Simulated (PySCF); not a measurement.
Isomers of C5H8N2Si, one GFN2-xTB conformer each. Single-point energies are computed at PBE0/pcSseg-1 (PySCF, gas phase, no added dispersion term), electronic only.

Task: Rank them by PBE0/pcSseg-1 energy, lowest first (kJ/mol).
A. `[CH2:1]=[CH:2][c:3]1[n:4][cH:5][cH:6][n:7]1[SiH3:8]` with C1–C2–C3–N4 0°
B. `CC1=NN=CC([SiH3])=C1`

Result: A (0.0), B (88.3).

As drawn, the lower has a C=C bond outside aromatic rings, which the higher lacks; the higher has an N–N linkage and an Si–C bond, which the lower lacks. GFN2-xTB itself gives, in the same order: 0.0, 133.2. Both levels put the same isomer lowest.

Task: Which frontier levels, dipoles and rotational constants go with these structures?

Result: 
```
           SMILES  HOMO (eV, PBE0/pcSseg-1)  LUMO (eV)  dipole (D)      A, B, C (MHz)
 C=Cc1nccn1[SiH3]                     -6.18      -0.88        3.34  2388, 1683, 998.8
Cc1cc([SiH3])cnn1                     -6.55      -1.56        3.99  3579, 1149, 883.1
```
